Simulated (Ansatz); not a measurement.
thionyl fluoride (F$_{2}$OS), singlet, geometry from GFN2-xTB; HF/def2-SVP (Ansatz, a program for electronic structure).

The Ansatz input:
Ansatz 0.2 input:
```yaml
crystal:
  periodic: [false, false, false]
  atoms:
    - {symbol: O, position_ang: [1.36431422, -0.14953623, -0.37776966]}
    - {symbol: S, position_ang: [0.20253837, -0.00630885, 0.40783444]}
    - {symbol: F, position_ang: [-0.66691673, 1.26541662, -0.23549748]}
    - {symbol: F, position_ang: [-0.90587522, -1.12127979, -0.15374626]}
basis:
  gaussian:
    orbitals: def2-SVP
    point_charges:
      - {charge: 0.5, position_ang: [1.5262, -4.1697, 0.0339]}
hamiltonian:
  xc: hf
```

Question: Predict the main parts of the log of this Ansatz run.

Answer: 
```
Functional definition: HF
544 factors; integrals over basis functions are off by at most 1.1e-3 eV
mean field evaluation 1: about -18249.6125 eV, gradient 4.9e1 eV
mean field evaluation 2: about -18249.6837 eV, gradient 4.9e1 eV
mean field evaluation 4: about -18254.0206 eV, gradient 3.8e0 eV
mean field evaluation 8: about -18254.0690 eV, gradient 1.5e-1 eV
mean field -18254.06928704 eV, -670.8246732461 hartree, gradient 7.6e-5 eV, S^2 0.000000; 0 other end points of the search recorded, 0 dependent functions left out
reference -18254.06928704 eV, -670.8246732461 hartree; 21, 21 occupied and 39, 39 virtual orbitals, 544 factors
Total energy: -18254.06928704 eV, -670.8246732461 hartree
```
